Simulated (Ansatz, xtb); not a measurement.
**Relative energy of two isomers of C4H3F2N**

Structure I: `Fc1ccc(F)[nH]1`, a singlet. Structure II: `Fc1cc[nH]c1F`, a singlet. Both are isolated molecules in the gas phase, relaxed with PBE0-D3(BJ)/def2-SVP.

I (Å):

```xyz
10

C    -0.0701    1.8463   -0.2742
C     0.0518    0.7510    0.5312
C    -0.3279   -0.3819   -0.2664
C    -0.6530    0.1073   -1.4985
F     0.1513    3.1261   -0.0417
F    -1.0643   -0.5006   -2.5950
N    -0.5000    1.4670   -1.5168
H     0.3739    0.7513    1.5689
H    -0.3557   -1.4249    0.0369
H    -0.6726    2.0786   -2.3033
```

II (Å):

| atom | x (Å) | y (Å) | z (Å) |
| --- | --- | --- | --- |
| C | -1.2677 | 1.1723 | -0.1079 |
| C | -0.0164 | 0.9712 | 0.5298 |
| C | 0.8504 | 0.5024 | -0.4331 |
| C | -1.1188 | 0.8211 | -1.4273 |
| F | -2.3817 | 1.6171 | 0.4569 |
| F | -1.9747 | 0.8257 | -2.4302 |
| N | 0.1672 | 0.4157 | -1.6186 |
| H | 0.2064 | 1.1546 | 1.5779 |
| H | 1.8984 | 0.2246 | -0.3650 |
| H | 0.5372 | 0.1041 | -2.5057 |

Task: Which of the two would you expect CCSD(T)/def2-SVP + ΔMP2/def2-TZVPP electronic energies to favour?

Result: Structure I; the calculation gives E(II) − E(I) = +3.0 kcal/mol.

The same difference at several levels:

| level | geometry | E(II) − E(I) (kcal/mol) | departure from the last row (kcal/mol) | job, with rough time for the two |
| --- | --- | --- | --- | --- |
| GFN2-xTB | GFN2-xTB | +3.6 | +0.7 | optimisation, 0.12 s |
| HF/STO-3G | GFN2-xTB | +3.6 | +0.6 | single point, 0.4 s |
| r2SCAN-D4/def2-SVP | GFN2-xTB | +3.8 | +0.8 | single point, 3 s |
| PBE0-D3(BJ)/def2-SVP | PBE0-D3(BJ)/def2-SVP | +3.7 | +0.8 | optimisation, 23 s |
| HF/def2-SVP | PBE0-D3(BJ)/def2-SVP | +4.6 | +1.6 | part of the CCSD(T) run |
| MP2/def2-SVP | PBE0-D3(BJ)/def2-SVP | +3.9 | +0.9 | part of the CCSD(T) run |
| CCSD(T)/def2-SVP | PBE0-D3(BJ)/def2-SVP | +3.8 | +0.8 | single point |
| CCSD(T)/def2-SVP + ΔMP2/def2-TZVPP | PBE0-D3(BJ)/def2-SVP | +3.0 |  | single point, 35 s |

As drawn, both hold the same kinds of bond in the same numbers.

None of the levels shown reverses the order. The largest departure from CCSD(T)/def2-SVP + ΔMP2/def2-TZVPP is that of HF/def2-SVP, 1.6 kcal/mol. The last row adds to CCSD(T) the change of the MP2 difference between the two basis sets, here −0.8 kcal/mol.

With thermal terms from frequencies at re-optimised GFN2-xTB minima (ideal gas, soft modes damped towards free rotors, one conformer each, 298.15 K, 1 atm): on the last row, ΔE + ΔZPE = +3.0, ΔH = +3.0, ΔG = +2.6 kcal/mol.

The correlated steps freeze 7 core orbitals. Programs: Ansatz 0.2.0, xtb 6.7.1; the last row on 2 threads of Intel(R) Xeon(R) Platinum 8375C CPU @ 2.90GHz (Ice Lake) on a shared host.
